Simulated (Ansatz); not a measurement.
System: ZnI, charge 1, multiplicity 1. 
Structure (B3LYP-D3(BJ)/def2-TZVP (Ansatz, an electronic-structure program) minimum search):
```
Zn
I 1 2.4056
```
Charge +1, spin multiplicity 1.

Computed values are from Ansatz. Cores are frozen in the correlated levels unless marked. UHF or UKS for open shells. No spin-orbit coupling. The frozen core is the preceding noble-gas configuration, with the filled d and f shells of earlier blocks. In def2 rows, elements after Kr have scalar-relativistic effective core potentials. Basis-set limits of correlation are two-point, X^-3; Hartree-Fock from the larger set.

Problem. What is the T1 diagnostic at CCSD/def2-QZVPPD?

Solution. 0.021.

Problem. What is the total energy at CCSD(T)/CBS(def2-TZVPPD,def2-QZVPPD)?

Solution. -2074.9456 Eh.

Problem. What is the vertical ionisation energy (to the doublet) at CCSD(T)/CBS(def2-TZVPPD,def2-QZVPPD)?

Solution. 15.57 eV.

Problem. What is the vertical electron affinity (to the doublet; negative means unbound) at CCSD(T)/CBS(def2-TZVPPD,def2-QZVPPD)?

Solution. 8.28 eV.
